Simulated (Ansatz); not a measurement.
Basis-set series for CH$_{5}$ClNOY (`C[O][Y]([NH2])[Cl]`). Total charge 0; spin multiplicity 1. Y takes the def2 core potential. The structure was optimised at the PBE0-D4/def2-TZVP level. It is one conformer, not always the lowest.

```
functional       basis  functions  energy (Eh)  HOMO (eV)  LUMO (eV)
   PBE0-D4    def2-SVP        116   -669.17020      -6.90      -1.67
   PBE0-D4  def2-QZVPP        472   -669.56255      -7.09      -1.75
   ωB97M-V    def2-SVP        116   -669.35152      -9.24      -0.30
   ωB97M-V  def2-QZVPP        472   -669.74858      -9.45      -0.50
```

Question: Give the rows for def2-TZVPP. (An estimate is asked.)

Answer: Computed: 
```
functional       basis  functions  energy (Eh)  HOMO (eV)  LUMO (eV)
   PBE0-D4  def2-TZVPP        261   -669.53579      -7.06      -1.74
   ωB97M-V  def2-TZVPP        261   -669.72308      -9.41      -0.43
```
